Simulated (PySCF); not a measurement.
**Fractional electron number in Bi (bismuth, neutral)**

The 6p alpha orbital of [Xe] 4f14 5d10 6s2 6p3 is emptied in steps (occupation f), with all orbitals relaxed, ending at [Xe] 4f14 5d10 6s2 6p2. All numbers are calculated (PySCF 2.14, a scalar-relativistic core potential, in def2-TZVPPD with the def2 core potential (60 electrons) (7s5p4d2f, 56 functions)). The exact energy is a straight line in f; departures are measured from the line between the end points of the same method.

**Question.** Among UHF, LDA, PBE, PBE0, r2SCAN, LC-wPBE, BHandHLYP, wB97X, HSE06, CAM-B3LYP, which shows the largest delocalisation error (convex curve), and which is closest to linear?

**Answer.** Most convex: LDA (-0.851 eV at f = 0.4); closest to linear: LC-wPBE (-0.001 eV).

```csv
f,UHF (eV),LDA (eV),PBE (eV),PBE0 (eV),r2SCAN (eV),LC-wPBE (eV),BHandHLYP (eV),wB97X (eV),HSE06 (eV),CAM-B3LYP (eV)
1,0.000,0.000,0.000,0.000,0.000,0.000,0.000,0.000,0.000,0.000
0.8,0.073,-0.560,-0.545,-0.392,-0.511,-0.003,-0.252,-0.045,-0.457,-0.213
0.6,0.107,-0.846,-0.820,-0.588,-0.762,-0.003,-0.379,-0.070,-0.687,-0.321
0.4,0.105,-0.851,-0.823,-0.588,-0.756,-0.001,-0.380,-0.073,-0.688,-0.322
0.2,0.069,-0.569,-0.550,-0.392,-0.501,0.001,-0.254,-0.050,-0.459,-0.216
0,0.000,0.000,0.000,0.000,0.000,0.000,0.000,0.000,0.000,0.000
```

```
   method  E(f=0) − E(f=1) (eV)  −ε at f=1 (eV)  −ε at f=0.4 (eV)
      UHF                 8.213           8.680             8.115
      LDA                 8.757           5.281             9.445
      PBE                 8.569           5.183             9.243
     PBE0                 8.642           6.198             9.133
   r2SCAN                 8.762           5.552             9.417
  LC-wPBE                 8.688           8.665             8.701
BHandHLYP                 8.483           6.918             8.794
    wB97X                 8.310           8.039             8.359
    HSE06                 8.630           5.782             9.199
CAM-B3LYP                 8.580           7.257             8.842
```

Reference removal energy between the ground levels: 7.286 eV (measured; NIST Atomic Spectra Database, ionization energies). The calculation has no spin-orbit coupling. UHF lacks correlation.
